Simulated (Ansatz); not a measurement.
Ligand exchange: C2HBrClF3 + CuF → C2HClF4 + CuBr

Species: C2HBrClF3 (1-bromo-2-chloro-1,1,2-trifluoroethane) `FC(Cl)C(F)(F)Br`, singlet; CuF (fluorocopper), singlet; C2HClF4 `FC(Cl)C(F)(F)F`, singlet; CuBr (copper(i) bromide), singlet. The partners trade Br for F: C–Br and Cu–F bonds give way to C–F and Cu–Br.

Shapes, held fixed at every level: PBE0-D4/def2-TZVP. Flexible molecules stand in one conformer, not always the lowest. Programs: Ansatz 0.2.0. The zero-point and thermal change to 298 K, harmonic and unscaled (PBE0-D4/def2-TZVP), is +3.9 kJ/mol.

**Question.** Estimate ΔH(298 K) of this reaction.

**Answer.** wB97M-V/def2-TZVPP gives ΔH(298 K) = -158.5 kJ/mol; the levels span -175.1 to -138.5. The median of the levels is -158.5. No measured value is set beside it here. Relativity is left out for Br unless named.

| level | kind | ΔH(298 K) (kJ/mol) |
| --- | --- | --- |
| PBE-D4/def2-TZVPP | GGA | -138.5 |
| B3LYP-D4/def2-TZVPP | global hybrid | -149.8 |
| BHLYP-D4/def2-TZVPP | global hybrid | -175.1 |
| PBE0-D4/def2-TZVPP | global hybrid | -163.1 |
| r2SCAN0-D4/def2-TZVPP | global hybrid | -173.4 |
| wB97X-V/def2-TZVPP | range-separated hybrid | -156.4 |
| wB97M-V/def2-TZVPP | range-separated hybrid | -158.5 |
